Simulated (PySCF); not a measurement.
**Working out the excitation energy of P**

P [Ne] 3s2 3p3 (4S) → P [Ne] 3s2 3p2 4s1 (4P). Calculation: PySCF 2.14, in aug-cc-pwCVDZ (6s5p3d, 36 functions); the non-relativistic Hamiltonian (point nucleus). Frozen: nothing. Energies in hartree (1 hartree = 27.21139 eV):

| part | P (lower) | P (upper) |
| --- | --- | --- |
| UHF | -340.710168 | -340.451725 |
| MP2 opposite-spin | -0.154136 | -0.152673 |
| MP2 same-spin | -0.065055 | -0.060350 |

Q: What does Hartree-Fock give?

A: (-340.451725) − (-340.710168) = 0.258443 hartree = 7.033 eV.

Q: What do MP2 and SCS-MP2 (6/5 opposite-spin, 1/3 same-spin) give?

A: The opposite-spin parts differ by 0.040 eV and the same-spin parts by 0.128 eV. MP2: 7.033 + (0.040) + (0.128) = 7.201 eV. SCS-MP2: 7.033 + 1.2 × (0.040) + (0.128)/3 = 7.124 eV.

Measured between the centres of the two terms (NIST): 6.967 eV, so MP2 (all electrons) is off by 0.234 eV.

A double-zeta basis recovers only part of the correlation energy.

What remains against the reference includes basis incompleteness and correlation beyond second order.
